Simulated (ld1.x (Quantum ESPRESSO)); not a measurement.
germanium (Ge), TM semilocal: configuration errors across variants

```
Element                 : germanium (Ge)
Generator               : ld1.x (Quantum ESPRESSO) 7.5
Type                    : norm-conserving Troullier–Martins (semilocal form)
Functional              : PW91
Relativity              : scalar-relativistic
Frozen core             : [Ar] 3d10
Valence charge          : 4
Reference configuration : 4s2 4p2
Partial waves           : 4s (bound): rc 1.75 bohr; 4p (bound): rc 1.55 bohr
Local potential         : the p channel
Core correction         : none
```

All-electron excitation energies from the reference (eV): (1) 4s2 4p1 7.502; (2) 4s2 4p0 23.026; (3) 4s1 4p0 57.927; (4) 4s2 4p1.5 2.828; (5) 4s1 4p3 8.000; (6) 4s0 4p4 16.253; (7) 4s1 4p2 16.246.

A semilocal file is local in each channel, so a ghost entry of none says nothing of the separable form that plane-wave codes build from it.

Errors AE − PS in meV (a dash: test not solved or not reliable):

```tsv
change	(1)	(2)	(3)	(4)	(5)	(6)	(7)	bound ghosts
base	-1.3	-2.0	+78	-0.4	+14	+67	+11	none
wave 4s (bound): rc 1.75 bohr becomes 4s (bound): rc 1.10 bohr	+3.8	+31	+198	+0.5	+23	+202	+18	none
wave 4s (bound): rc 1.75 bohr becomes 4s (bound): rc 1.30 bohr	-0.4	+6.7	+89	-0.2	+15	+83	+11	none
wave 4s (bound): rc 1.75 bohr becomes 4s (bound): rc 1.62 bohr	-1.4	-2.2	+78	-0.4	+14	+70	+12	none
wave 4s (bound): rc 1.75 bohr becomes 4s (bound): rc 1.78 bohr	-1.3	-1.7	+79	-0.3	+13	+64	+11	none
wave 4s (bound): rc 1.75 bohr becomes 4s (bound): rc 1.94 bohr	-1.0	+0.1	+79	-0.3	+11	+55	+9.2	none
wave 4s (bound): rc 1.75 bohr becomes 4s (bound): rc 2.18 bohr	+0.1	+9.3	+82	-0.1	+6.6	+37	+3.5	none
wave 4s (bound): rc 1.75 bohr becomes 4s (bound): rc 2.30 bohr	+0.9	+16	+83	0.0	+3.8	+28	-0.1	none
wave 4s (bound): rc 1.75 bohr becomes 4s (bound): rc 2.42 bohr	+1.9	+25	+85	+0.2	0.0	+18	-4.7	none
wave 4s (bound): rc 1.75 bohr becomes 4s (bound): rc 2.66 bohr	+6.0	+51	+89	+0.9	-8.3	-10	-16	none
```

**Question.** Give the same row for: wave 4s (bound): rc 1.75 bohr becomes 4s (bound): rc 1.52 bohr.

**Answer.** -1.3, -1.9, +79, -0.4, +14, +66, +11; bound ghosts: none.
